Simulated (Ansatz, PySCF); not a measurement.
FH₅OSi₃, SMILES F[SiH]1[SiH2]O[SiH2]1.

Coordinates come from a PBE-D3(BJ)/def2-SVP optimisation. This is a generated structure with no PubChem entry under its InChIKey; it may be hypothetical.

Vertical ionisation energy (IE) and electron affinity (EA) in eV. Rows of orbital energies are one-electron estimates. Where ΔSCF, EOM or ADC give a negative EA the extra electron is unbound and the value depends on the basis.

```json
[
 {"level": "−ε(HOMO), −ε(LUMO), r2SCAN/def2-TZVP (PySCF)", "IE": "?", "EA": "?"},
 {"level": "−ε(HOMO), −ε(LUMO), PBE/def2-TZVP (PySCF)", "IE": "6.44", "EA": "2.30"},
 {"level": "ΔSCF, CAM-B3LYP/def2-TZVPD (Ansatz), final states of multiplicity 2 and 2", "IE": "9.50", "EA": "-0.10"},
 {"level": "ΔSCF, PBE/def2-TZVPD (Ansatz), final states of multiplicity 2 and 2", "IE": "9.20", "EA": "0.22"}
]
```

Task: Complete the blanks. (Estimate from the structure and the level; the computed values follow.)

Result: 
- −ε(HOMO), −ε(LUMO), r2SCAN/def2-TZVP (PySCF), IE: 6.67
- −ε(HOMO), −ε(LUMO), r2SCAN/def2-TZVP (PySCF), EA: 2.07

Task: What vertical singlet–triplet gap does ΔSCF give with CAM-B3LYP/def2-TZVPD (Ansatz, a first-principles code) and with PBE/def2-TZVPD (Ansatz)? (Estimate from the structure and the level; the computed values follow.)

Result: 4.22 and 3.74 eV (triplet above singlet where positive).
